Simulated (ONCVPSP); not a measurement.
**Transferability test, ONCV potential for fluorine (F)**

F, optimised norm-conserving Vanderbilt (ONCV), made with ONCVPSP 4.0.1 (PBEsol, scalar-relativistic). Core [He], reference 2s2 2p5. Waves: 2s: rc 0.70 bohr, ncon 5, nbas 8, qcut 10.7 1/bohr, 2 projectors, debl 1.9 Ha; 2p: rc 1.35 bohr, ncon 3, nbas 6, qcut 10.1 1/bohr, 3 projectors, debl 0.4 Ha. Local part: polynomial inside 0.70 bohr (lpopt 5, dvloc0 4 Ha). Core correction: none.

In the p channel the program set the typed energies aside and used -0.406, 0.250, 0.650 Ha.

Energies are relative to the spin-unpolarised reference configuration 2s2 2p5; without spin polarisation the order of configurations can differ from experiment.

Problem. Give the all-electron excitation energy and the error of the potential for: 2s2 2p4; 2s2 2p3; 2s2 2p2; 2s1 2p6.

Solution.

| valence configuration | charge | ΔE all-electron (eV) | error AE − PS (meV) |
| --- | --- | --- | --- |
| 2s2 2p4 | +1 | 19.317 | +28 |
| 2s2 2p3 | +2 | 57.595 | +222 |
| 2s2 2p2 | +3 | 118.084 | +846 |
| 2s1 2p6 | 0 | 18.696 | +15 |
